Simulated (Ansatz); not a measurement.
Saddle point of Si2H8O2, singlet (SiH₄O₂ ([OH][SiH2][OH]) + SiH₄ → Si₂H₆O ([OH][SiH2][SiH3]) + H₂O; bonds formed: Si1–Si7, O2–H6; bonds broken: Si1–O2, H6–Si7), PBE0-D4/def2-TZVP structure:

Si1  (-0.438, -0.751, 0.519)
O2  (1.113, 0.076, 1.246)
H3  (0.240, -2.072, 0.402)
H4  (-1.551, -0.840, -0.479)
O5  (-1.344, -0.407, 1.842)
H6  (0.884, 0.520, 0.137)
Si7  (0.082, 0.889, -1.513)
H8  (1.879, -0.510, 1.198)
H9  (-0.855, -0.160, 2.629)
H10  (0.019, -0.211, -2.514)
H11  (-1.199, 1.643, -1.525)
H12  (1.170, 1.824, -1.942)
(Å)

Energies are electronic, without zero-point energy. Barriers and step energies count from the start structure reached by relaxing down the imaginary mode; all methods use the PBE0-D4 structures, on which another method's saddle can fall below an end. Computed with Ansatz 0.2.0 (basis: def2-TZVPP, with def2-QZVPP for the basis limit); correlated methods freeze the cores. B3LYP uses VWN-RPA correlation. Extrapolation: Hartree–Fock as exp(−7.88 √X), correlation as X^−2.97.

```tsv
method	barrier (kcal/mol)	step energy (kcal/mol)
SPW92	45.01	15.32
PBE-D4	52.67	16.06
BLYP-D4	61.55	20.67
r2SCAN-D4	59.65	21.11
B97M-V	63.47	21.29
PBE0-D4	?	18.11
B3LYP-D4	?	21.96
r2SCAN0-D4	63.74	21.87
BHLYP-D4	73.65	24.44
CAM-B3LYP-D4	68.61	23.57
wB97X-V	66.73	22.22
wB97M-V	65.71	23.49
B2PLYP	68.37	23.50
PBE-QIDH	65.11	21.50
RPA on PBE	?	23.48
HF	91.01	29.55
MP2	67.62	24.39
CCSD	71.88	23.81
CCSD(T)	68.05	22.82
```

Task: Fill in the withheld barriers. (To be estimated.)

Result: Computed: PBE0-D4 59.13; B3LYP-D4 66.04; RPA on PBE 68.01 kcal/mol. Each is the energy of the saddle less that of the start structure, by the same method.

For comparison, the barrier by CCSD(T) at an estimated basis limit (MP2 extrapolated from triple and quadruple zeta, plus CCSD(T) − MP2 in triple zeta) is 67.35 kcal/mol.

The T1 diagnostic stays at or below 0.014.

Labels in which every atom is bracketed show which atoms are joined, not bond orders.

For scale, one of the runs: CCSD(T)/def2-TZVPP, 258 basis functions, launched by `ansatz run in.yaml --threads 4 --pin off --events-out ev --progress --plain --max-ram 9574MiB`. The run took 2.2 min on 4 CPU threads of an Arm Neoverse V2 (shared host), with 5.7 GiB of host memory at its peak.
